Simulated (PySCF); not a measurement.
## Bonding in `COCCPCOC`

Compound: C₅H₁₃O₂P.
SMILES with atom numbers: `[CH3:1][O:2][CH2:3][CH2:4][PH:5][CH2:6][O:7][CH3:8]` (hydrogens: H9, H10, H11 on C1; H12, H13 on C3; H14, H15 on C4; H16 on P5; H17, H18 on C6; H19, H20, H21 on C8)

Structure used (PBE0-D3(BJ)/def2-SVP), in Å, numbered top down from 1:
```
atom  x, y, z in Å
C1    -2.897    1.260    0.892
O2    -1.751    0.939    0.167
C3    -1.966   -0.014   -0.835
C4    -0.641   -0.371   -1.472
P5     0.560   -1.096   -0.238
C6     1.397    0.512    0.286
O7     2.286    0.385    1.348
C8     3.435   -0.344    1.049
H9    -3.321    0.374    1.405
H10   -3.687    1.692    0.247
H11   -2.621    2.004    1.652
H12   -2.667    0.382   -1.601
H13   -2.435   -0.923   -0.404
H14   -0.811   -1.130   -2.251
H15   -0.211    0.516   -1.968
H16    1.522   -1.511   -1.213
H17    0.570    1.158    0.616
H18    1.878    0.990   -0.594
H19    3.214   -1.406    0.823
H20    3.984    0.082    0.184
H21    4.092   -0.312    1.929
```

Bond orders from the PBE0/pcSseg-1 density (PySCF). Isolated species at its PBE0-D3(BJ)/def2-SVP geometry (one conformer only).

Task: Where do the orders between heavy atoms depart from those drawn in the SMILES?

Result: The largest departure is 0.080, at O2–C3 (drawn single, 0.920).

Task: Set the Mayer orders of the bonds between heavy atoms beside their lengths.

Result: 
```csv
bond,drawn as,length (Å),Mayer order
C1–O2,single,1.393,0.935
O2–C3,single,1.400,0.920
C3–C4,single,1.513,1.040
C4–P5,single,1.869,0.966
P5–C6,single,1.887,0.946
C6–O7,single,1.391,0.930
O7–C8,single,1.392,0.945
```

Bonds between the same two heavy elements. C–O: lowest O2–C3 (0.920, 1.400 Å), highest O7–C8 (0.945, 1.392 Å). C–P: lowest P5–C6 (0.946, 1.887 Å), highest C4–P5 (0.966, 1.869 Å).

Task: And the bonds to hydrogen?

Result: C–H: 0.93 to 0.97 (12 bonds); H–P: 0.93 (1 bond).

Task: Sum the orders of all bonds at each heavy atom with more than one neighbour and set the sums beside the valence in the SMILES.

Result: C1 3.822 (drawn 4), O2 1.855 (drawn 2), C3 3.834 (drawn 4), C4 3.877 (drawn 4), P5 2.840 (drawn 3), C6 3.741 (drawn 4), O7 1.875 (drawn 2), C8 3.823 (drawn 4). Orders between atoms that aren't bonded are not in these sums.

Mayer orders depend on the basis set.

The run behind these numbers computed NMR shieldings as well. Time: 43 s wall; peak memory 1.1 GiB. Hardware: one thread, Intel Xeon Platinum 8488C (x86_64) (shared host).
